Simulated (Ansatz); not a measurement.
Consider the formal exchange of groups at a Te–Si bond: `N[SiH2][TeH]` + `CO[SiH3]` → `[SiH3]OC[TeH]` + `N[SiH3]`.

Program: Ansatz. Geometries: PBE0-D4/def2-TZVP. ΔE: electronic, gas phase. CBS: MP2 limit from def2 TZ/QZ plus the TZ coupled-cluster correction, frozen cores. This one scheme is used for every species. DFT in def2-TZVPP. B3LYP here is the variant with VWN-RPA as its local correlation; programs differ in this. def2 core potentials past Kr. For Te outer-core shells are correlated without core-valence functions, which leaves a few kJ/mol of doubt a bond. Each species was taken in one conformer, which may not be the lowest.

| level | ΔE (eV) |
| --- | --- |
| B3LYP-D4 | 1.02 |
| ωB97X-V | 1.06 |
| PBE | 1.07 |
| MP2/CBS(def2) | 1.08 |

(1) What does CCSD(T)/CBS give? (An estimate is asked.)

Largest T1 diagnostic among the species: 0.012.

Results:

(1) The calculation gave: +1.04 eV. The listed levels differ from it by -0.02, 0.02, 0.03, 0.04 eV.

In def2-TZVPP, CCSD(T) changes the Hartree–Fock value by −0.16 eV (the triples alone add −0.03 eV) and MP2 by −0.12 eV. From PBE to PBE0 (25 % exact exchange), in def2-TZVPP and without D4, ΔE moves by +0.06 eV.
